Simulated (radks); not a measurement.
Values are calculated unless marked as measured or tabulated.
Q: Successive ionisation energies (eV) of one element, from differences of total energies of ions in their ground configurations, starting at charge 38: 1708.1, 1765.3, 2037.1, 2094.8, 2152.8, 2211.1, 2269.5, 2328.0, 2566.5, 2627.2, 4406.5, 4540.9, 4676.8. Level of theory: Dirac Kohn-Sham, PBE, spin-unpolarised, spherical densities, finite nucleus; open shells are shared between the two j in proportion to 2j + 1; Fermi nuclear charge, rms radius 5.4126 fm (a radial shooting solver on a logarithmic mesh with Libxc functionals). Which element is it?

A: Osmium (Z = 76). The first species listed is Os38+ in [Kr] 4d2, the last Os50+ in [Ar] 3d8.
